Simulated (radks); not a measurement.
Ionisation ladder of rhodium, from Rh4+ to Rh11+. Each ion is in the ground configuration listed by NIST, and IE = E(next ion) - E(this ion). Calculated with a radial shooting solver on a logarithmic mesh with Libxc functionals: scalar-relativistic Kohn-Sham, PBEsol, spin-polarised, spherical densities, point nucleus; open shells are filled with parallel spins first (spin-orbit coupling, left out, can overturn this in heavy ions).

species,configuration,E (hartree),"IE, Delta-SCF (eV)","IE, NIST (eV)",kind,error (eV)
Rh4+,[Kr] 4d5,-4778.02012,64.235,63,theory,+1.235
Rh5+,[Kr] 4d4,-4775.65952,80.768,80,theory,+0.768
Rh6+,[Kr] 4d3,-4772.69137,98.160,97,theory,+1.160
Rh7+,[Kr] 4d2,-4769.08403,116.32,115,theory,+1.2
Rh8+,[Kr] 4d1,-4764.80932,135.16,135,theory,+0.2
Rh9+,[Kr],-4759.84235,208.86,207.51,semi-emp.,+1.3
Rh10+,[Ar] 3d10 4s2 4p5,-4752.16692,230.74,228,theory,+2.7
Rh11+,[Ar] 3d10 4s2 4p4,-4743.68724,252.63,252,theory,+0.5

Reference values: NIST Atomic Spectra Database (exp. = measured, semi-emp. = semi-empirical, theory = theoretical value adopted there). The ionisation energy per charge of the ion left behind rises most, in proportion, at Rh9+ ([Kr]), from 15.018 to 20.886 eV. Open shells are spherical and high-spin; term and fine-structure splittings are not resolved.
